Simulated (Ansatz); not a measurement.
Cartesian coordinates in Å:
```
O -0.544 0.752 -0.376
Sn 0.581 -0.870 -0.364
Cl 0.772 -0.938 1.988
H -0.808 1.056 -1.249
```

The species carries charge 0 and has multiplicity 1. Sn: def2 effective core potential.

(1) List the B3LYP/def2-TZVPP orbital energies in eV (Ansatz 0.2.0). (An estimate is asked.)

Results:

(1) Computed: Occupied: -2761.72, -520.37, -256.46, -195.45, -195.37, -195.34, -139.42, -94.40, -94.23, -94.12, -28.86, -28.59, -28.53, -28.43, -28.30, -26.10, -21.38, -14.02, -11.48, -9.67, -9.05, -8.44, -8.41, -7.46. Lowest empty: -2.75, -0.94, -0.26, 1.69, 2.52, 2.99, 3.30, 4.64.

B3LYP here is the variant with VWN-RPA as its local correlation; programs differ in this.
